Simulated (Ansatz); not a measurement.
Reaction (redistribution): `CBNBN` + `OCO[SiH2]F` → `NBO[SiH2]F` + `CBNCO`

Isolated molecules relaxed with PBE0-D4/def2-TZVP in Ansatz; ΔE leaves out vibrations. CCSD(T)/CBS adds triple-zeta CCSD(T) − MP2 to the extrapolated MP2 energy (def2 sets, frozen cores). One conformer a species, not always the lowest.

| species | HF/def2-QZVPP energy (Eh) |
| --- | --- |
| `CBNBN` | -201.01715 |
| `OCO[SiH2]F` | -579.15048 |
| `NBO[SiH2]F` | -545.64934 |
| `CBNCO` | -234.54035 |

(1) Work out ΔE.

Largest T1 diagnostic among the species: 0.012.

Results:

(1) ΔE = (-545.64934) + (-234.54035) − (-201.01715) − (-579.15048) = -0.02206 Eh = -13.8 kcal/mol. CCSD(T)/CBS gives -13.7 kcal/mol.
